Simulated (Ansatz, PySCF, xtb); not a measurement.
Dissociation curve of BrBe (cation, charge +1), lowest triplet found (which spin is the ground state isn't settled by this scan).

Computed with: GFN1-xTB (xtb); ROMP2 = MP2 on ROHF/cc-pVDZ, cores with 3d frozen (Ansatz, an electronic-structure program); UKS-M06-2X/6-31G* = PySCF with unrestricted M06-2X/6-31G*, spherical d.

Total energies in hartree (comparable only within one method and basis):

```json
[
 {"R / Å": "1.54", "GFN1-xTB": "-3.70454", "ROMP2": "-2586.61098", "UKS-M06-2X/6-31G*": "-2588.04586"},
 {"R / Å": "1.67", "GFN1-xTB": "-3.88023", "ROMP2": "-2586.69241", "UKS-M06-2X/6-31G*": "-2588.12461"},
 {"R / Å": "1.78", "GFN1-xTB": "-3.95679", "ROMP2": "-2586.73347", "UKS-M06-2X/6-31G*": "-2588.16396"},
 {"R / Å": "1.87", "GFN1-xTB": "-3.99200", "ROMP2": "-2586.75465", "UKS-M06-2X/6-31G*": "-2588.18414"},
 {"R / Å": "1.98", "GFN1-xTB": "-4.01577", "ROMP2": "-2586.77034", "UKS-M06-2X/6-31G*": "-2588.19908"},
 {"R / Å": "2.03", "GFN1-xTB": "-4.02215", "ROMP2": "-2586.77480", "UKS-M06-2X/6-31G*": "-2588.20337"},
 {"R / Å": "2.10", "GFN1-xTB": "-4.02809", "ROMP2": "-2586.77899", "UKS-M06-2X/6-31G*": "-2588.20746"},
 {"R / Å": "2.19", "GFN1-xTB": "-4.03223", "ROMP2": "-2586.78171", "UKS-M06-2X/6-31G*": "-2588.21026"},
 {"R / Å": "2.26", "GFN1-xTB": "-4.03370", "ROMP2": "-2586.78231", "UKS-M06-2X/6-31G*": "-2588.21103"},
 {"R / Å": "2.34", "GFN1-xTB": "-4.03420", "ROMP2": "-2586.78186", "UKS-M06-2X/6-31G*": "-2588.21084"},
 {"R / Å": "2.42", "GFN1-xTB": "-4.03390", "ROMP2": "-2586.78055", "UKS-M06-2X/6-31G*": "-2588.20982"},
 {"R / Å": "2.59", "GFN1-xTB": "-4.03184", "ROMP2": "-2586.77609", "UKS-M06-2X/6-31G*": "-2588.20594"},
 {"R / Å": "2.70", "GFN1-xTB": "-4.03005", "ROMP2": "-2586.77262", "UKS-M06-2X/6-31G*": "-2588.20280"},
 {"R / Å": "2.91", "GFN1-xTB": "-4.02650", "ROMP2": "-2586.76584", "UKS-M06-2X/6-31G*": "-2588.19664"},
 {"R / Å": "3.15", "GFN1-xTB": "-4.02286", "ROMP2": "-2586.75887", "UKS-M06-2X/6-31G*": "-2588.19029"},
 {"R / Å": "3.43", "GFN1-xTB": "-4.01952", "ROMP2": "-2586.75248", "UKS-M06-2X/6-31G*": "-2588.18413"},
 {"R / Å": "3.80", "GFN1-xTB": "-4.01660", "ROMP2": "-2586.74680", "UKS-M06-2X/6-31G*": "-2588.17810"},
 {"R / Å": "4.22", "GFN1-xTB": "—", "ROMP2": "-2586.74297", "UKS-M06-2X/6-31G*": "-2588.17370"},
 {"R / Å": "4.77", "GFN1-xTB": "—", "ROMP2": "-2586.74023", "UKS-M06-2X/6-31G*": "-2588.17047"},
 {"R / Å": "5.44", "GFN1-xTB": "—", "ROMP2": "-2586.73860", "UKS-M06-2X/6-31G*": "—"},
 {"R / Å": "6.30", "GFN1-xTB": "—", "ROMP2": "-2586.73771", "UKS-M06-2X/6-31G*": "—"},
 {"R / Å": "7.36", "GFN1-xTB": "—", "ROMP2": "-2586.73730", "UKS-M06-2X/6-31G*": "—"}
]
```

Dashes: no converged value, or the column stops at the first point that the program doubted or that broke a chosen test of continuity, which isn't proof of a fault.
